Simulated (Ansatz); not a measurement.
Task: Name a neutral molecule of C, N, O, Si and H with HOMO–LUMO gap (ωB97M-V/def2-TZVPP) between 12.60 and 12.90 eV and HOMO–LUMO gap (PBE/def2-TZVPP) between 6.45 and 6.75 eV (Ansatz, PBE0-D4/def2-TZVP geometry).

Result: `CO[SiH](N)O` (12.66 eV, 6.47 eV); `O=C=N[SiH3]` (12.62 eV, 6.60 eV). Other molecules can fit too; these were computed, each in one conformer that needn't be the lowest.
